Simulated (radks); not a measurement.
Spherical jellium clusters: N electrons in a uniform positive sphere of charge N and radius rs N^(1/3), rs = 4.63 bohr. Level of theory: non-relativistic Kohn-Sham, LDA (Slater exchange, Perdew-Wang correlation), spin-polarised, spherical densities (a radial shooting solver with Libxc functionals). Levels are named by radial order and angular momentum (1s, 1p, 1d, 2s, ...), and open shells are averaged over m. Each electron was tried in the lowest free levels, single moves between levels near the top were tried too, and the lowest total energy was kept; such a search can miss a lower state. Energies include the self-energy of the background; IP and EA are vertical (highest electron removed, lowest free level filled), at fixed background; spill-out counts the electrons outside the background radius R, and alpha is the static dipole polarisability from linear response (closed shells only). A dash means not computed or, for alpha, an open shell; in EA it means that no bound solution was reached, which is typical of self-interaction and does not show that the anion is unstable. Real open-shell clusters deform, which this model forbids.

N	open shells	2S	E/N (eV)	E(N+1) + E(N-1) - 2E(N) (eV)	IP (eV)	EA (eV)	-e(HOMO) (eV)	spill-out (e)	alpha/R^3
1	1s(up 1, down 0)	1	-1.319	-	-	-	2.740	0.34	-
2	none	0	-1.679	0.862	4.709	-	2.848	0.49	1.520
3	1p(up 1, down 0)	1	-1.512	-0.542	3.521	-	2.016	0.75	-
4	1p(up 2, down 0)	2	-1.564	-0.363	3.951	-	2.442	0.91	-
5	1p(up 3, down 0)	3	-1.668	0.272	4.182	-	2.711	1.01	-
6	1p(up 3, down 1)	2	-1.692	-0.297	3.798	-	2.472	1.14	-
7	1p(up 3, down 2)	1	-1.752	-0.212	4.025	1.468	2.711	1.25	-
8	none	0	-1.823	0.921	4.170	-	2.881	1.34	1.360
9	1d(up 1, down 0)	1	-1.775	-0.217	3.189	-	2.014	1.49	-
10	1d(up 2, down 0)	2	-1.759	-0.182	3.381	1.112	2.220	1.61	-
11	1d(up 3, down 0)	3	-1.763	-0.154	3.530	1.288	2.386	1.72	-
12	1d(up 4, down 0)	4	-1.779	-0.131	3.649	1.436	2.521	1.81	-
13	1d(up 5, down 0)	5	-1.802	0.290	3.745	1.177	2.635	1.89	-
14	1d(up 5, down 1)	4	-1.801	-0.142	3.423	1.342	2.365	1.98	-
15	1d(up 5, down 2)	3	-1.810	-0.121	3.543	1.481	2.496	2.07	-
16	1d(up 5, down 3)	2	-1.825	-0.104	3.641	1.600	2.606	2.15	-
17	1d(up 5, down 4)	1	-1.845	-0.091	3.723	1.705	2.699	2.23	-
18	none	0	-1.867	0.184	3.792	1.556	2.781	2.30	1.275
19	2s(up 1, down 0)	1	-1.878	0.192	3.587	1.415	2.594	2.44	-
20	none	0	-1.878	0.246	3.391	1.183	2.434	2.63	1.302
21	1f(up 1, down 0)	1	-1.866	-0.098	3.155	1.290	2.212	2.71	-
22	1f(up 2, down 0)	2	-1.859	-0.089	3.237	1.387	2.301	2.78	-
23	1f(up 3, down 0)	3	-1.857	-0.081	3.309	1.475	2.382	2.85	-
24	1f(up 4, down 0)	4	-1.859	-0.074	3.374	1.555	2.455	2.91	-
25	1f(up 5, down 0)	5	-1.863	-0.068	3.431	1.628	2.521	2.97	-
26	1f(up 6, down 0)	6	-1.870	-0.062	3.483	1.695	2.581	3.03	-
27	1f(up 7, down 0)	7	-1.879	0.251	3.530	1.455	2.635	3.08	-
28	1f(up 7, down 1)	6	-1.878	-0.072	3.265	1.535	2.392	3.15	-
29	1f(up 7, down 2)	5	-1.879	-0.066	3.326	1.609	2.460	3.22	-
30	1f(up 7, down 3)	4	-1.883	-0.061	3.382	1.677	2.522	3.28	-
31	1f(up 7, down 4)	3	-1.888	-0.056	3.432	1.739	2.579	3.34	-
32	1f(up 7, down 5)	2	-1.895	-0.052	3.478	1.797	2.631	3.40	-
33	1f(up 7, down 6)	1	-1.903	-	3.520	1.851	2.679	3.45	-

All shells are closed at N = 2, 8, 18, 20 (there: 1s2 1p6 1d10 2s2); the second difference of the energy has clear peaks (12 % above both neighbours; the first and last values, which can be the largest, are not judged, and half-filled shells can peak too) at N = 5, 8, 13, 20, 27.
